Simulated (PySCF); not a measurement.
**Basis and Hamiltonian dependence of the ionisation energy of Tl**

Tl [Xe] 4f14 5d10 6s2 6p1 (2P) → Tl⁺ [Xe] 4f14 5d10 6s2 (1S). All values are computed (PySCF 2.14, energy differences of UHF-based or UKS calculations, no spin-orbit coupling). Values in eV.

```
                                                                               basis    Hamiltonian  functions    UHF    PBE   PBE0  MP2 (valence)  CCSD(T) (valence)  CCSD(T) (valence and next inner shell)
                                                        aug-cc-pVDZ-PP with ECP60MDF            ECP         32  4.999  5.413  5.427          5.127              5.183                                     n/a
                                                      aug-cc-pwCVDZ-PP with ECP60MDF            ECP         48  5.001  5.412  5.427          5.137              5.195                                   5.202
                                                        aug-cc-pVTZ-PP with ECP60MDF            ECP         55  5.007  5.422  5.438          5.180              5.240                                     n/a
         aug-cc-pVTZ-PP with one added diffuse shell each of d, f type with ECP60MDF            ECP         67  5.007  5.422  5.438          5.180              5.240                                     n/a
                                                                        x2c-TZVPPall  spin-free X2C         83  5.002  5.417  5.435          5.169              5.229                                   5.285
                                                                     aug-cc-pVTZ-DK3  spin-free X2C         84  4.990  5.407  5.422          5.164              5.223                                     n/a
                             def2-QZVPPD with the def2 core potential (60 electrons)            ECP         88  5.014  5.426  5.442          5.203              5.258                                   5.374
                                                        aug-cc-pVQZ-PP with ECP60MDF            ECP         92  5.014  5.425  5.441          5.207              5.259                                     n/a
                   x2c-TZVPPall with one added diffuse shell each of s, p, d, f type  spin-free X2C         99  5.000  5.423  5.437          5.171              5.230                                   5.286
aug-cc-pVQZ-PP with one added diffuse shell each of s, p, d, f, g type with ECP60MDF            ECP        117  5.014  5.425  5.441          5.207                n/a                                     n/a
                                                                     aug-cc-pVQZ-DK3  spin-free X2C        118  4.997    n/a    n/a          5.192              5.246                                     n/a
                                                                   aug-cc-pwCVTZ-DK3  spin-free X2C        125  4.997  5.417  5.431          5.177              5.236                                     n/a
                 aug-cc-pwCVTZ-DK3 with one added diffuse shell each of s, d, f type  spin-free X2C        138  4.997    n/a    n/a            n/a                n/a                                     n/a
                                                                        x2c-QZVPPall  spin-free X2C        142  4.997  5.413  5.428          5.187                n/a                                     n/a
```

Extrapolation of CCSD(T) (valence) from aug-cc-pVTZ-PP with ECP60MDF and aug-cc-pVQZ-PP with ECP60MDF: the correlation parts are 0.232 and 0.245 eV; with the X⁻³ form and unrounded values, (4³ × 0.245 − 3³ × 0.232)/(4³ − 3³) = 0.255 eV, and adding the Hartree-Fock value 5.014 eV of the larger basis gives 5.269 eV.

Extrapolation of CCSD(T) (valence) from aug-cc-pVTZ-DK3 and aug-cc-pVQZ-DK3: the correlation parts are 0.233 and 0.248 eV; with the X⁻³ form and unrounded values, (4³ × 0.248 − 3³ × 0.233)/(4³ − 3³) = 0.260 eV, and adding the Hartree-Fock value 4.997 eV of the larger basis gives 5.257 eV.

Frozen in the all-electron rows: valence: [Xe] 4f14 5d10; valence and next inner shell: [Kr] 4d10 4f14; with a core potential, the same shells as far as they lie outside it.

Reference for a calculation without spin-orbit coupling: 5.464 eV (measured, between term centres; NIST).
